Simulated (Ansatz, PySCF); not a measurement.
CH3N2S, SMILES NC(=S)[NH] (connectivity only; charge and spin as stated), charge -1, multiplicity 1.

Geometry: r2SCAN-D4/def2-SVPD. The spin state was assumed, not searched. The isomer is the one that the SMILES or the coordinates give; other isomers of the formula were not compared. The values are those of a single conformer.

Estimates of the vertical detachment energy (IE) of the anion in eV. Rows of orbital energies are one-electron estimates, which approximate functionals can put far too low.

```csv
level,IE
"−ε(HOMO), −ε(LUMO), HF/def2-TZVPD (PySCF)",3.32
"−ε(HOMO), −ε(LUMO), PBE/def2-TZVPD (PySCF)",-0.34
"ΔSCF, PBE0/def2-SVPD (Ansatz), final states of multiplicity 2",2.80
"ΔSCF, PBE/def2-SVPD (Ansatz), final states of multiplicity 2",2.72
```

### Question
What vertical singlet–triplet gap does ΔSCF give with PBE0/def2-SVPD (Ansatz, a first-principles code) and with PBE/def2-SVPD (Ansatz)? (Estimate from the structure and the level; the computed values follow.)

### Answer
4.14 and 3.96 eV (triplet above singlet where positive).
